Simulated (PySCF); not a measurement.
Identify the unknown among the candidates.

| technique | computed result |
| --- | --- |
| 1H NMR | chemical shifts (computed TMS as zero) by class: 5.35 (1 H), 4.99 (1 H), 4.76 (3 H), 1.31 (1 H), 1.25 (1 H), 0.93 (1 H), 0.81 (1 H), 0.70 (1 H), 0.36 (1 H), 0.34 (1 H) ppm [GIAO PBE0/pcSseg-1] |
| 13C NMR | chemical shifts (computed TMS as zero) by class: 14.5 (1 C), 10.2 (1 C) ppm [GIAO PBE0/pcSseg-1] |
| NMR, other nuclei | isotropic shieldings of nuclei other than C and H, by class: 207 (1 N), 245 (1 N), 346 (1 Si), 368 (1 Si), 409 (1 Si), 699 (1 S) ppm [GIAO PBE0/pcSseg-1] |
| Dipole | 2.13 D [PBE0/pcSseg-1] |
| Rotational structure | rotational constants A, B, C: 1.643, 0.538, 0.453 GHz [GFN2-xTB] |

The electronic properties come from PySCF, for the isolated species, density fitting. Levels stand in brackets. The structure is a single GFN2-xTB conformer in the gas phase; no vibrational or solvent corrections. GFN2-xTB frequencies show an imaginary mode (27i cm⁻¹), so this geometry is no minimum at that level. Each NMR value is the plain mean over a class of atoms that symmetry, rotation or inversion makes alike.

Question: Which candidate is it?
A. `[SiH3]N[Si@@H]1CC[Si@H](S)N1`
B. `CCn1ncc(SC)n1`
C. `CN[Si@@H]1C[SiH2][Si@H](S)N1`
D. `C[Si@]([SiH3])(C#N)N([SiH3])[SiH3]`

Answer: A. It is `[SiH3]N[Si@@H]1CC[Si@H](S)N1`. Numbering: `[SiH3:1][NH:2][Si@@H:3]1[CH2:4][CH2:5][Si@H:6]([SH:7])[NH:8]1`. Its formula, C2H12N2SSi3, gives 1 degree of unsaturation: 1 ring and 0 π bonds in the structure found. 2 carbons fall into 2 classes; from least to most shielded: ring sp3 carbon bound to silicon [C5] (14.5 ppm), ring sp3 carbon bound to silicon [C4] (10.2 ppm). Hydrogen classes from least to most shielded: 1 H on an SiH silicon, Si6 (5.35 ppm), 1 H on an SiH silicon, Si3 (4.99 ppm), 3 H on an SiH3 silicon, Si1 (4.76 ppm), 1 H on an sp3 carbon bound to silicon, C5 (1.31 ppm), 1 H on a nitrogen bridging silicon atoms, N8 (1.25 ppm), 1 H on an sp3 carbon bound to silicon, C4 (0.93 ppm), 1 H on an sp3 carbon bound to silicon, C4 (0.81 ppm), 1 H on an sp3 carbon bound to silicon, C5 (0.70 ppm), 1 H on a nitrogen bridging silicon atoms, N2 (0.36 ppm), 1 H on a sulfur bonded to Si and H, S7 (0.34 ppm). The other shieldings belong to: 207 ppm, nitrogen bridging silicon atoms [N8]; 245 ppm, nitrogen bridging silicon atoms [N2]; 346 ppm, SiH silicon [Si6]; 368 ppm, SiH silicon [Si3]; 409 ppm, SiH3 silicon [Si1]; 699 ppm, sulfur bonded to Si and H [S7]. The optimised geometry has point group C1 and is an asymmetric top.

The others, at the same levels:
- `CN[Si@@H]1C[SiH2][Si@H](S)N1` fails: its computed 13C shifts are 28.8 (1 C), -10.2 (1 C) ppm, 1H shifts are 6.05 (1 H), 5.27 (1 H), 4.02 (1 H), 3.97 (1 H), 2.72 (3 H), 0.72 (1 H), 0.27 (1 H), 0.17 (1 H), -0.32 (1 H), -0.35 (1 H) ppm and rotational constant A is 1.491 GHz (against 1.643 GHz).
- `C[Si@]([SiH3])(C#N)N([SiH3])[SiH3]` fails: its computed 13C shifts are 128.4 (1 C), 3.0 (1 C) ppm, 1H shifts are 4.77 (6 H), 3.49 (3 H), 0.82 (3 H) ppm and rotational constant A is 1.021 GHz (against 1.643 GHz).
- `CCn1ncc(SC)n1` fails: it has 9 hydrogens where the 1H data count 12; its computed 13C shifts are 151.7 (1 C), 134.6 (1 C), 51.5 (1 C), 19.3 (1 C), 19.2 (1 C) ppm, 1H shifts are 7.39 (1 H), 4.42 (2 H), 2.57 (3 H), 1.42 (3 H) ppm and rotational constant A is 3.064 GHz (against 1.643 GHz).

Each candidate is one conformer, not necessarily the lowest. The conformers computed, where there is a choice (atom-mapped SMILES and torsion angles):
- `[CH3:1][Si@:2]([SiH3:3])([C:4]#[N:5])[N:6]([SiH3:7])[SiH3:8]`: C1–Si2–N6–Si7 -29°
- `[CH3:1][CH2:2][n:3]1[n:4][cH:5][c:6]([S:7][CH3:8])[n:9]1`: C1–C2–N3–N4 -88°, C5–C6–S7–C8 180°

The conformers of `[SiH3]N[Si@@H]1CC[Si@H](S)N1` and `CN[Si@@H]1C[SiH2][Si@H](S)N1` aren't listed.
